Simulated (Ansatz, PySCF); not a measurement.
OZn, SMILES [O]=[Zn].

Coordinates come from a PBE0-D3(BJ)/def2-TZVPD optimisation.

Vertical ionisation energy (IE) and electron affinity (EA) in eV. Rows of orbital energies are one-electron estimates. Where ΔSCF, EOM or ADC give a negative EA the extra electron is unbound and the value depends on the basis.

```
level                                                                   IE    EA
--------------------------------------------------------------------  ----  ----
−ε(HOMO), −ε(LUMO), B3LYP/def2-TZVPD (PySCF)                          6.99  4.58
−ε(HOMO), −ε(LUMO), M06-2X/def2-TZVPD (PySCF)                         8.68  3.63
−ε(HOMO), −ε(LUMO), PBE/def2-TZVPD (PySCF)                            5.76  5.16
ΔSCF, PBE0/def2-TZVPD (Ansatz), final states of multiplicity 2 and 2  8.84  2.19
ΔSCF, PBE/def2-TZVPD (Ansatz), final states of multiplicity 2 and 2    ___   ___
```

Task: What belongs in the gaps? (Estimate from the structure and the level; the computed values follow.)

Result: 
- ΔSCF, PBE/def2-TZVPD (Ansatz, an electronic-structure program), final states of multiplicity 2 and 2, IE: 9.43
- ΔSCF, PBE/def2-TZVPD (Ansatz), final states of multiplicity 2 and 2, EA: 2.13

Task: What vertical singlet–triplet gap does ΔSCF give with PBE0/def2-TZVPD (Ansatz) and with PBE/def2-TZVPD (Ansatz)? (Estimate from the structure and the level; the computed values follow.)

Result: 0.01 and 0.56 eV (triplet above singlet where positive).
